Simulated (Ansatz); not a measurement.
Silicon tetrachloride → `Cl[Si+](Cl)Cl` + Cl⁻  (heterolysis of the Si–Cl bond)

Isolated molecules relaxed with PBE0-D4/def2-TZVP in Ansatz; ΔE leaves out vibrations. CCSD(T)/CBS is the MP2 limit (def2-TZVPP, def2-QZVPP) plus CCSD(T) − MP2 in def2-TZVPP, frozen cores. This one scheme is used for every species, atoms too. Functionals use def2-TZVPP. HSE06 is defined as in plane-wave codes. Anions take the def2 sets with diffuse functions and neutrals don't, so finite-basis rows favour the anion.

Is it downhill or uphill in electronic energy at CCSD(T)/CBS, and by how much? (An estimate is asked.)

Ansatz gave: Uphill: ΔE = +209.4 kcal/mol.

What do these levels give: BLYP-D4, B2PLYP, revPBE, r2SCAN, PBE0, r2SCANh, HSE06, HF/def2-SVP, MP2/def2-SVP, CCSD/def2-SVP, MP2/def2-TZVPP, MP2/def2-QZVPP? (Estimate.)

The calculation gave: BLYP-D4 198.3, B2PLYP 202.1, revPBE 196.8, r2SCAN 206.4, PBE0 206.0, r2SCANh 207.4, HSE06 206.1, HF/def2-SVP 198.2, MP2/def2-SVP 187.6, CCSD/def2-SVP 186.7, MP2/def2-TZVPP 206.7, MP2/def2-QZVPP 209.6 kcal/mol.

What do rigid-rotor, harmonic-oscillator terms from PBE0-D4/def2-TZVP frequencies (298.15 K, 1 bar) make of the CCSD(T)/CBS value? (Estimate.)

The calculation gave: ΔZPE = -0.9 kcal/mol, ΔH = +209.0 kcal/mol, ΔS = 126 J/(mol·K), ΔG = +200.0 kcal/mol.

Largest T1 diagnostic among the species: 0.011.

Leaving LDA and LC-ωPBE aside and taking each functional with its dispersion term where it has one, the values, not all of them listed here, spread over 11.2 kcal/mol, from BLYP-D4 to PBE-QIDH. LDA lies +9.1 kcal/mol from PBE without D4. The D4 term adds +4.1 kcal/mol with B3LYP and +2.2 kcal/mol with PBE0; it sums over pairs of atoms, weighted by their polarisabilities, and B3LYP, whose exchange is more repulsive, gets the larger term. From PBE to PBE0 (25 % exact exchange), in def2-TZVPP and without D4, ΔE moves by +4.9 kcal/mol.

B3LYP here is the variant with VWN-RPA as its local correlation; programs differ in this.
